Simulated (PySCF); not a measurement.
A set of runs on Ge2H10Si2; the geometry of each is named by its level. Settings lines and outputs come from a driver script.

Species: n-GeSiSiGeH10.
Bonds: Ge1–Si2, Si2–Si3, Si3–Ge4. Hydrogens: H5, H6, H7 on Ge1; H8, H9 on Si2; H10, H11 on Si3; H12, H13, H14 on Ge4.

Step 1: PBE0-D3(BJ)/def2-SVP geometry optimisation, gas phase (PySCF 2.14.0) (from the GFN2-xTB geometry)
```json
{"job": {"xc": "PBE0", "basis": "def2-SVP", "d3": "d3bj", "grid": 1, "maxiter": 40, "shake": 0.03, "kind": "geom"}, "charge": 0, "multiplicity": 1}
```
```
step   0  E = -4737.49733736  max force = 0.063800
step   1  E = -4737.52433550  max force = 0.010659
step   2  E = -4737.52643794  max force = 0.003927
step   3  E = -4737.52680277  max force = 0.000975
...
step  15  E = -4737.52765533  max force = 0.000612
step  16  E = -4737.52767295  max force = 0.000612
step  17  E = -4737.52768804  max force = 0.000351
step  18  E = -4737.52769482  max force = 0.000265
optimisation converged
```

Final energy -4737.52769 Eh after 18 steps; dipole 0.09 D. Energies in Eh; «max force» is the largest Cartesian gradient component in Eh/bohr.

The run took 3.7 min wall on Intel Xeon Platinum 8488C, one thread, no GPU, shared host, and the process peaked at 0.65 GiB of memory.

Step 2: TDDFT CAM-B3LYP/def2-SVPD, vertical, gas phase, core orbitals frozen in the response (PySCF 2.14.0, density-fitted response routines) (on the PBE0-D3(BJ)/def2-SVP geometry)
```json
{"job": {"kind": "uv", "xc": "CAM-B3LYP", "basis": "def2-SVPD", "ip": false, "nstates": 15}, "charge": 0, "multiplicity": 1}
```
```
...
Static polarisability (au): isotropic 129.595, principal 109.510 129.184 150.091
Singlet excitations
state   eV       nm        f      main configurations
  1   6.6992    185.1   0.05091   H->L 0.67, H->L+4 0.14
  2   6.7659    183.2   0.10903   H->L+1 0.59, H->L+5 0.24
  3   7.0368    176.2   0.18774   H-1->L 0.72, H->L+3 0.17
  4   7.1597    173.2   0.06944   H->L+4 0.52, H->L 0.21
  5   7.1823    172.6   0.02813   H->L+2 0.80, H->L+4 0.10
  6   7.2741    170.4   0.01050   H-1->L+1 0.59, H-1->L+3 0.15
  7   7.2817    170.3   0.36588   H->L+3 0.51, H->L+1 0.17, H->L+5 0.09
  8   7.3268    169.2   0.10442   H->L+5 0.55, H->L+1 0.10, H->L+3 0.10
  9   7.4919    165.5   0.05054   H-1->L+2 0.58
 10   7.5006    165.3   0.05807   H-1->L+3 0.31, H->L+6 0.16, H-1->L+1 0.11
 11   7.6757    161.5   0.07615   H-1->L+4 0.50, H->L+7 0.13, H-1->L+2 0.10
 12   7.7281    160.4   0.01590   H-2->L 0.46, H-1->L+5 0.24, H-2->L+4 0.08
 13   7.7790    159.4   0.05005   H-1->L+5 0.37, H-2->L 0.15, H->L+6 0.12
 14   7.9452    156.0   0.02532   H-2->L+3 0.30, H-1->L+6 0.26, H->L+7 0.16
 15   8.0623    153.8   0.04802   H-2->L+1 0.60, H-2->L+5 0.10
Triplet excitations (Tamm-Dancoff, eV): 5.9142 6.0625 6.4593 6.4780
```

HOMO -9.07 eV, LUMO 0.45 eV; lowest singlet 6.70 eV; lowest triplet 5.91 eV (Tamm–Dancoff); mean polarisability 129.6 au.

On one thread, Intel Xeon Platinum 8488C (x86_64), on a shared host, this took 65 s wall (grids of density and orbitals included) and 1.0 GiB of memory at its peak.

Step 3: delta-SCF UKS SCAN, pcX-2 on the ionised atom, pcseg-1 elsewhere, spin-free X2C (PySCF 2.14.0) (on the PBE0-D3(BJ)/def2-SVP geometry)
```json
{"job": {"kind": "xps", "metal_2p": true}, "charge": 0, "multiplicity": 1}
```
```
...
ground state, core basis on atom 1 (Si), 182 functions
  E(ground) = -4774.37945365 Eh
hole in Si 1s of atom 1
  E(ion) = -4706.54291803 Eh   <S^2> = 0.7526   hole on atom = 1.000   binding energy = 1845.926 eV
hole in Si 2p of atom 1
  E(ion) = -4770.46790163 Eh   <S^2> = 0.7527   hole on atom = 1.002   binding energy = 106.439 eV
  2p3/2 = 106.237 eV   2p1/2 = 106.859 eV
```

Si1s of Si2 1845.93 eV; Si2p of Si2 106.44 eV (mean of the 2p shell); one atom stands for each set of equivalent ones. SCF cycles are left out; they run on a coarse grid, and E(ground) and E(ion) are re-evaluated on a finer one. For a 2p shell the printed binding energy is that of one 2p hole without spin–orbit coupling; the 2p3/2 and 2p1/2 values follow from a further step that adds the ground-state splitting of the three 2p orbitals and a mean-field spin–orbit operator, and the shell mean corrects the one hole to the average of the three. The log counts atoms from 0, this text from 1.

Hardware: one thread, Intel Xeon Platinum 8488C (x86_64), shared host. Cost: 15 s wall, 0.45 GiB resident at most.

Geometry of the electronic-property runs (PBE0-D3(BJ)/def2-SVP):
```
atom  x, y, z in Å
Ge1    0.7296    2.2601    0.3904
Si2   -0.9146    0.7109    1.1472
Si3   -0.2128   -1.4709    0.6600
Ge4    0.0812   -1.7144   -1.6932
H5     2.0783    1.9673    1.0756
H6     0.9207    2.1217   -1.1320
H7     0.3229    3.7115    0.7059
H8    -1.1306    0.8843    2.6185
H9    -2.2088    0.9789    0.4431
H10   -1.2132   -2.4734    1.1462
H11    1.0886   -1.7361    1.3518
H12    1.1834   -0.7580   -2.1869
H13    0.4825   -3.1571   -2.0540
H14   -1.2266   -1.3685   -2.4293
```

One conformer stands for the species.
